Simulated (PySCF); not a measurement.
**Peak assignment**

Numbering as in the mapped SMILES `[F:1][SiH2:2][CH2:3]/[CH:4]=[C:5](\[F:6])[SiH3:7]`. Each H is labelled by its parent atom.

- structure optimised with GFN2-xTB
- PBE0/pcSseg-1 with gauge-including orbitals
- program: PySCF 2.14.0 with density-fitted response routines
- no relativistic terms, in vacuum, fast rotation and ring inversion assumed for equivalent nuclei, one computed conformer

Shifts are taken against calculated references (same method and geometry level): TMS for 13C (186.93 ppm), 1H (31.72 ppm).

**Question.** Assign these signals to the numbered atoms. 13C{1H} NMR (computed): δ 169.1 (C), 129.4 (CH), 18.5 (CH2).

**Answer.** 
```tsv
δ (ppm)	atoms	environment	reason
169.1	C5	fully substituted alkene carbon	–
129.4	C4	alkene CH	as expected for a trigonal carbon in a double bond
18.5	C3	allylic sp3 CH2 bonded to Si	–
```

**Question.** Assign these signals to the numbered atoms. 1H NMR (600 MHz, computed): δ 5.81 (m, 1H), 5.19 (m, 2H), 4.24 (m, 3H), 2.06 (m, 2H).

**Answer.** 
| δ (ppm) | atoms | environment | reason |
| --- | --- | --- | --- |
| 5.81 | H(C4) | hydrogen on an alkene CH | a vinylic proton, deshielded by the sp2 carbon and the C=C anisotropy |
| 5.19 | H(Si2) | hydrogen on a silicon bonded to C, F | – |
| 4.24 | H(Si7) | hydrogen on a silicon bonded to C | – |
| 2.06 | H(C3) | hydrogen on an allylic sp3 CH2 bonded to Si | allylic position |

Splittings by 19F in the carbon and heteronuclear signals aren't shown, as no couplings were computed. Shifts are as computed. Against solution values, carbons near 30 ppm lie about +3 ppm off and those near 130 ppm about +5 ppm. Of 1309 compounds with measured shifts, 239 miss one by over three times the rms of a fit or turn the order of signals round; such compounds aren't used in these exercises. Multiplicities follow the n + 1 count of equivalent neighbours, as no J values were calculated; m marks all less simple cases, F and P coupling included.
